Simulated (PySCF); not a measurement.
## Telling isomers of C7H14Si2 apart by NMR

PySCF 2.14.0 with density-fitted response routines calculation with GFN2-xTB geometry and shielding tensors at PBE0/pcSseg-1 (GIAO); non-relativistic, isolated molecule, equivalent nuclei averaged, one conformer.

Referencing at the same level of theory: 1H, 13C against TMS. Where no couplings were computed, multiplicities follow the n + 1 count of equivalent neighbours, and m marks all less simple cases (inequivalent or close neighbours, rings, F or P nearby). Shifts are as computed. Against solution values, carbons near 30 ppm lie about +3 ppm off and those near 130 ppm about +5 ppm. Of 1211 compounds with measured shifts, 218 miss one by over three times the rms of a fit or turn the order of signals round; such compounds aren't used in these exercises.

(1) Tabulate the signals of `[SiH3]CC1=C[SiH2][C@H]2C[C@@H]1C2`, `C=C[SiH2][C@@H](C)C1=C[SiH2]C1` and their relative energies.

(2) What is the quickest way to tell [SiH3]CC1=C[SiH2][C@H]2C[C@@H]1C2 from C=C[SiH2][C@@H](C)C1=C[SiH2]C1?

Answers

(1) 
```tsv
SMILES	carbon types	δC	δH	E rel. (kcal/mol)
[SiH3]CC1=C[SiH2][C@H]2C[C@@H]1C2	1×C 3×CH 3×CH2	182.8, 109.6, 41.6, 36.4, 30.2, 16.1	5.38 (t, 1H), 4.55 (m, 2H), 3.86 (t, 3H), 2.64 (m, 2H), 2.35 (m, 1H), 1.99 (q, 2H), 1.79 (m, 1H), 1.69 (m, 2H)	0.0
C=C[SiH2][C@@H](C)C1=C[SiH2]C1	1×C 3×CH 2×CH2 1×CH3	179.3, 143.0, 140.2, 130.1, 34.1, 16.9, 16.2	6.58 (m, 1H), 6.44 (m, 1H), 6.23 (m, 1H), 5.69 (m, 1H), 4.88 (m, 1H), 4.86 (m, 1H), 4.39 (m, 1H), 4.17 (m, 1H), 2.44 (m, 1H), 1.92 (m, 1H), 1.75 (m, 1H), 1.36 (d, 3H)	12.7
```

Energies are electronic energies at PBE0/pcSseg-1 on these geometries, without zero-point or thermal terms, each for the one conformer computed, which needn't be the lowest.

(2) Count the carbon signals: 6 against 7. The first has an alkene CH at 109.6 ppm, the second a terminal =CH2 carbon at 143.0 ppm. Their most deshielded carbons lie at 182.8 and 179.3 ppm. In the proton spectra the most deshielded non-exchanging signals are 5.38 (t, 1H) and 6.58 (m, 1H).
